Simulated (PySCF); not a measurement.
Species: C₆H₇OSi (doublet state).
Cartesian coordinates in Å at the GFN2-xTB level; atoms count from 1:
```
atom  x, y, z in Å
C1     0.2296    3.3865    0.6003
C2    -0.0003    2.2405    0.3267
C3    -0.3052    0.8864    0.0043
C4     0.6543    0.0404   -0.2537
C5     1.6413   -0.8390   -0.5167
C6     2.2612   -1.6222    0.4257
O7    -1.6411    0.5960   -0.0070
Si8   -2.4035   -0.8042   -0.3182
H9     0.4437    4.3855    0.8389
H10    1.9645   -0.9245   -1.5505
H11    3.0397   -2.3088    0.1494
H12    1.9821   -1.5680    1.4626
H13   -1.9749   -1.8485    0.6145
H14   -3.7719   -0.3586   -0.1144
H15   -2.1238   -1.2536   -1.6838
```

The hyperfine couplings belong to this conformer and change with its torsions.

As a line formula: `C#CC(=[C]C=C)O[SiH3]` [radical].

Computed with UKS B3LYP, pcH-1 on C H O Si, non-relativistic, mean-field spin-orbit, GIAO in PySCF. Isolated species at its GFN2-xTB geometry (one conformer only). A GFN2-xTB geometry isn't a minimum of the functional, and hyperfine couplings can be far from their values at a DFT geometry. Stability of the SCF solution: not tested. ⟨S²⟩ is 0.778 where a pure state has 0.75.

Task: Where do the isotropic ENDOR lines of C6, C4, C5, C2, C3, C1, H11, H12, H10 and H9 fall at 3345.2 mT, to first order?

Result: ν± = |νn ± a/2|, one line for each electron-spin manifold; νn = |g_N| × 7.62259 MHz/T × B.

```csv
nuclei,isotope,g_N,νn (MHz),a_iso (MHz),lower line (MHz),upper line (MHz)
C6,13C,1.4048,35.82,60.61,5.52,66.13
C4,13C,1.4048,35.82,56.53,7.56,64.08
C5,13C,1.4048,35.82,-51.06,10.29,61.35
C2,13C,1.4048,35.82,40.19,15.73,55.92
C3,13C,1.4048,35.82,-31.41,20.12,51.52
C1,13C,1.4048,35.82,6.20,32.72,38.92
H11,1H,5.5857,142.43,-42.85,121.00,163.86
H12,1H,5.5857,142.43,-41.79,121.54,163.32
H10,1H,5.5857,142.43,17.38,133.74,151.12
H9,1H,5.5857,142.43,-1.25,141.81,143.05
```

The rows for 13C, of low natural abundance, apply to labelled samples.

Task: Which pairs are centred on the nuclear Larmor frequency, and which on half the coupling?

Result: Centred on νn, since |a| < 2νn: C6, C4, C5, C2, C3, C1, H11, H12, H10 and H9. No pair has |a| > 2νn.

Task: At what field would the lower line of H11 fall to zero frequency?

Result: Where νn = |a|/2, that is B = 21.43 MHz/(5.5857 × 7.62259 MHz/T) = 503 mT, as far as first order holds there.

Hardware: one thread, Arm Neoverse V2 (aarch64) (shared host). Cost: 93 s of wall time (with the writing of density and orbital grids), 0.96 GiB resident at most.
